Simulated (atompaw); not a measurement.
# Varying the PAW (atompaw) potential for Bi

Base potential:

Bi, PAW, made with atompaw 4.2.0.5 (LDA (PW92), scalar-relativistic). Core [Kr] 4d10 4f14 5s2, reference 5p6 5d10 6s2 6p2 (charge +1). Waves: 6s (bound): rc 2.25 bohr; 6s channel at 3.25 Ry: rc 2.25 bohr; 5p (bound): rc 1.60 bohr; 6p (bound): rc 2.25 bohr; 5d (bound): rc 2.25 bohr; 5d channel at 0.9 Ry: rc 2.25 bohr. Local part: troulliermartins scheme with l = 3 at 0 Ry, radius 2.00 bohr. Core correction: smooth core density matched at 1.70 bohr. Augmentation charge: sinc compensation charge, radius 2.00 bohr; PAW radius 2.25 bohr; waves and projectors: custom rrkj vanderbiltortho.

Cutoffs, loose and tight: the cutoffs (Ry, on a coarse ladder) from which the occupation-weighted sum of valence levels, in a spherical-Bessel basis at the reference potential, stays within 10 and 1 mRy of its value at 400 Ry. They see the waves, projectors and local potential, not the compensation charge or the core. A dash means not determined.

A true bound ghost makes a file unfit for plane-wave use even where its test errors are small: the radial tests pick states by their node count and pass the ghost by.

| change | outcome | cutoff, loose | cutoff, tight | bound ghosts |
| --- | --- | --- | --- | --- |
| base | generated | 40 Ry | 60 Ry | s |
| core correction smooth core density matched at 1.60 bohr | generated | 40 Ry | 60 Ry | s |
| waves 6s (bound); 6s channel at 3.25 Ry; 5p (bound); 6p (bound); 5d (bound); 5d channel at 0.9 Ry; augmentation sinc compensation charge, radius 2.00 bohr; PAW radius 2.25 bohr; waves and projectors: bloechl | generated | 50 Ry | 90 Ry | s |
| local potential troulliermartins scheme with l = 3 at 0 Ry, radius 1.16 bohr | failed: atompaw: The overlap operator has at least one negative eigenvalue! | – | – | – |
| core [Xe] 4f14, valence charge 15; reference 5d10 6s2 6p1; waves now 6s (bound): rc 2.30 bohr; 6s channel at -1.85 Ry: rc 2.30 bohr; 6p (bound): rc 2.30 bohr; 6p channel at 2.4 Ry: rc 2.30 bohr; 5d (bound): rc 1.90 bohr; 5d channel at -2.9 Ry: rc 1.90 bohr; local potential troulliermartins scheme with l = 3 at 0 Ry, radius 1.65 bohr; core correction smooth core density matched at 1.50 bohr; augmentation sinc compensation charge, radius 2.30 bohr; PAW radius 2.30 bohr; waves and projectors: custom rrkj vanderbiltortho | generated | 35 Ry | 55 Ry | s, p |
| local potential bessel scheme, radius 2.00 bohr | generated | 40 Ry | 60 Ry | none |
| all radii scaled by about 0.78 (s 1.76, p 1.24, d 1.76 bohr); local potential troulliermartins scheme with l = 3 at 0 Ry, radius 1.56 bohr; augmentation sinc compensation charge, radius 1.56 bohr; PAW radius 1.76 bohr; waves and projectors: custom rrkj vanderbiltortho; core correction smooth core density matched at 1.32 bohr | failed: atompaw: The overlap operator has at least one negative eigenvalue! | – | – | – |
| augmentation sinc compensation charge, radius 2.00 bohr; PAW radius 2.25 bohr; waves and projectors: custom rrkj gramschmidtortho | generated | 40 Ry | 60 Ry | s |
| wave 6s (bound): rc 2.25 bohr becomes 6s (bound): rc 1.48 bohr | failed: atompaw: The overlap operator has at least one negative eigenvalue! | – | – | – |
